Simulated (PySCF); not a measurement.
# NMR data sheet: CH10Si3

```yaml
Formula: CH10Si3
SMILES: "[SiH3]C[SiH2][SiH3]"
InChI: InChI=1S/CH10Si3/c2-1-4-3/h1,4H2,2-3H3
Point_group_of_the_computed_structure: C1
Degrees_of_unsaturation: 0
Carbon_signals: 1
Proton_signals: 4
```

Structure with atom numbers: `[SiH3:1][CH2:2][SiH2:3][SiH3:4]`. Each H is labelled by its parent atom.

All values are calculated (PySCF 2.14.0 with density-fitted response routines): geometry: GFN2-xTB, shieldings: GIAO PBE0/pcSseg-1. One computed conformer, fast rotation and ring inversion assumed for equivalent nuclei, non-relativistic, isolated molecule.

Chemical shifts δ = σref − σ; $^{1}$H (σ = 31.72 ppm), $^{13}$C (σ = 186.93 ppm), $^{29}$Si (σ = 349.16 ppm) vs TMS, all at this level.

| carbon | δC, type | δH (multiplicity) | HMBC from (2–3 bonds) | span of the C tensor (ppm) |
| --- | --- | --- | --- | --- |
| C2 | -14.7, CH2 | -0.08 (m) | H(Si3), H(Si1), H(Si4) | 20 |

Other nuclei:
```csv
atoms,nucleus,environment,δ (ppm),σ (ppm)
H(Si3),$^{1}$H,"hydrogen on a silicon bonded to C, Si",4.17,27.55
H(Si1),$^{1}$H,hydrogen on a silicon bonded to C,3.98,27.74
H(Si4),$^{1}$H,hydrogen on a silicon bonded to Si,3.43,28.29
Si1,$^{29}$Si,"silicon bonded to C, 3 H",-72.9,422.0
Si3,$^{29}$Si,"silicon bonded to C, Si, 2 H",-76.0,425.2
Si4,$^{29}$Si,"silicon bonded to Si, 3 H",-120.4,469.5
```

1. δC -14.7: sp3 CH2 bonded to 2 Si; an electropositive neighbour leaves it electron-rich and shielded.
2. δH 4.17: hydrogen on a silicon bonded to C, Si.
3. δH 3.98: hydrogen on a silicon bonded to C.
4. δH 3.43: hydrogen on a silicon bonded to Si.
5. δH -0.08: hydrogen on an sp3 CH2 bonded to 2 Si; an electropositive neighbour shields it, as in TMS itself.

Shifts are as computed. Against solution values, carbons near 30 ppm lie about +3 ppm off and those near 130 ppm about +5 ppm (rms about the fit 2.1 ppm; single classes can miss by 10 ppm). Of 1328 compounds with measured shifts, 309 miss one by over three times the rms of a fit or turn the order of signals round; such compounds aren't used in these exercises. Signals without a measured value on file couldn't be tested in this way; 1H shifts scatter by 0.2 ppm about their fit, and single ones miss by 0.5 ppm. Multiplicities follow the n + 1 count of equivalent neighbours, as no J values were calculated; m marks all less simple cases, F and P coupling included.
